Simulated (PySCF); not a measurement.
C4H4ClF, SMILES C(/C=C\Cl)(=C)F.

Coordinates come from a B3LYP-D3(BJ)/def2-SVP optimisation. The structure was generated by enumeration; whether it is a known compound was not checked. One conformer was computed; it need not be the lowest.

Calculation: PySCF with M06-2X/def2-TZVP.

The molecule is in vacuum.

The total energy is -714.82243 hartree and the point group comes out as Cs. The highest occupied level is -8.03 eV. The lowest empty level comes out as -0.58 eV, the orbital gap comes out as 7.46 eV and the dipole moment is 2.54 D. The quadrupole, principal values (traceless, Buckingham form, about the centre of nuclear charge) is -6.02, 2.89, 3.13 D·Å. The mean static polarisability comes out as 65.8 bohr³ (9.74 Å³) and the polarisability, principal values comes out as 37.5, 54.9, 104.9 bohr³.
